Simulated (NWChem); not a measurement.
A series in which one site is exchanged, each optimised at PBE0/def2-SVP with NWChem, gas phase unless a solvent is named. All stand in one matching conformer (torsions within 35°), which need not be the lowest. This build's default masses of Se (78.918 u) and Br (79.917 u) are each other's, which moves their modes by up to 0.6 %. Shieldings are non-relativistic GIAO values without spin-orbit effects.

A: NBCl (BNH3Cl; site = H)
B: NB(Cl)Cl (BNH2Cl2; site = Cl)
C: B(F)(Cl)N (BNH₂ClF; site = F)
D: BrB(N)Cl (BNH2BrCl; site = Br)

Values for A:

```
Property                                                 Value
-------------------------------------------------------  -----
dipole (D), PBE0/def2-SVP                                 2.82
orbital gap (eV), PBE0/def2-SVP                           8.78
highest harmonic frequency (cm⁻¹), PBE0/def2-SVP          3741
11B shift against boron trifluoride, PBE/pcSseg-1 (ppm)   22.8
```

How do these values change for the other members?


```csv
change from A,B,C,D
"dipole (D), PBE0/def2-SVP",+0.16,+0.14,+0.20
"orbital gap (eV), PBE0/def2-SVP",+0.21,+0.98,-0.31
"highest harmonic frequency (cm⁻¹), PBE0/def2-SVP",+10,+25,+4
"11B shift against boron trifluoride, PBE/pcSseg-1 (ppm)",-0.6,-8.4,+2.4
```
